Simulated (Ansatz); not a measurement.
`C=C(O)C#N` and `C=C(O)[SiH2]O` differ in one atom or group.

Ansatz, PBE0-D4/def2-TZVP geometries, multiplicity 1. Each molecule was computed in one conformer, which needn't be the lowest.

```
                                          property  `C=C(O)C#N`
              HOMO–LUMO gap (PBE0/def2-TZVPP) / eV         6.30
                 HOMO energy (PBE/def2-TZVPP) / eV        -6.47
                LUMO energy (PBE0/def2-TZVPP) / eV        -1.37
               HOMO–LUMO gap (PBE/def2-TZVPP) / eV         4.18
           HOMO–LUMO gap (ωB97M-V/def2-TZVPP) / eV        10.65
size of the dipole moment (ωB97M-V/def2-TZVPP) / D         2.10
```

(1) Give the same properties after the change, and the shifts. (Estimate.)

Results:

(1) The calculation gave: 
```tsv
property	`C=C(O)[SiH2]O`	shift
HOMO–LUMO gap (PBE0/def2-TZVPP) / eV	6.86	0.56
HOMO energy (PBE/def2-TZVPP) / eV	-5.85	0.62
LUMO energy (PBE0/def2-TZVPP) / eV	-0.20	1.17
HOMO–LUMO gap (PBE/def2-TZVPP) / eV	4.71	0.53
HOMO–LUMO gap (ωB97M-V/def2-TZVPP) / eV	11.01	0.36
size of the dipole moment (ωB97M-V/def2-TZVPP) / D	2.02	-0.08
```

With PBE0 the HOMO rises by 0.61 eV and the LUMO rises by 1.17 eV, so the gap widens by about 0.56 eV. PBE moves the HOMO by 0.62 eV and ωB97M-V by 0.54 eV. The zero-point energy changes by 60.1 kJ/mol with +9 modes. Dipoles are sizes alone; their direction can turn.
